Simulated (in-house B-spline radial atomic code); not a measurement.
## BLYP excitations of the potassium ion K⁷⁺

Method: BLYP. Computed with a B-spline radial code for spherical atoms: linear response of the closed shell [Ne] 3s2 with the functional's adiabatic kernel; non-relativistic, point nucleus, no spin-orbit coupling, no double excitations, S, P, D and F terms only.

Command:
```bash
python run_td.py task.json out
```
Settings (radii: box in bohr, nucleus in fm):
```
Z                        19
electrons                12
configuration            [Ne] 3s2
hamiltonian              nr
method                   b88,lyp
box_radius               12.81
intervals                50
```

Run time, properties included: 0.3 s on 1 thread of Intel(R) Xeon(R) Platinum 8375C CPU @ 2.90GHz (Ice Lake), on a shared host.

The lowest states, in the order of their Tamm-Dancoff energies; the method's threshold (minus the highest occupied level) is 145.30 eV. Labels give the largest channel, * marks a mixed state, and oscillator strengths are full-response dipole values. Semilocal kernels can invert the small singlet-triplet splittings of Rydberg terms. Energies in eV:

| state | full response | Tamm-Dancoff | oscillator strength |
| --- | --- | --- | --- |
| 3s → 3p 3P | 14.632 | 15.063 | - |
| 3s → 3p 1P | 23.604 | 24.476 | 1.07 |
| 3s → 3d 3D | 41.78 | 41.96 | - |
| 3s → 3d 1D | 45.98 | 45.99 | - |
| 3s → 4s 3S | 76.29 | 76.30 | - |
| 3s → 4s 1S | ? | ? | - |
| 3s → 4p 3P | 83.02 | 83.03 | - |
| 3s → 4p 1P | 84.21 | 84.24 | 0.241 |
| 3s → 4d 3D | 92.53 | 92.54 | - |
| 3s → 4d 1D | 93.29 | 93.29 | - |
| 3s → 4f 3F | ? | ? | - |
| 3s → 4f 1F | 96.88 | 96.89 | - |
| 3s → 5s 3S | 106.48 | 106.48 | - |
| 3s → 5s 1S | 107.20 | 107.21 | - |
| 3s → 5p 3P | 109.49 | 109.49 | - |
| 3s → 5p 1P | 109.87 | 109.88 | 0.0826 |

Problem. Where does 3s → 4f 3F lie?

Solution. At 95.49 eV in full response, 95.53 eV in Tamm-Dancoff.

Problem. Where does 3s → 4s 1S lie?

Solution. At 78.63 eV in full response, 78.68 eV in Tamm-Dancoff.

Problem. How large is the singlet-triplet splitting of 3s → 3p (P terms) in Tamm-Dancoff?

Solution. 9.41 eV, from the unrounded values.

Problem. What polarisabilities and dispersion coefficient does the method give?

Solution. Dipole 1.486 bohr³, quadrupole 1.06 bohr⁵, C6 1.554 hartree·bohr⁶ for two such species.
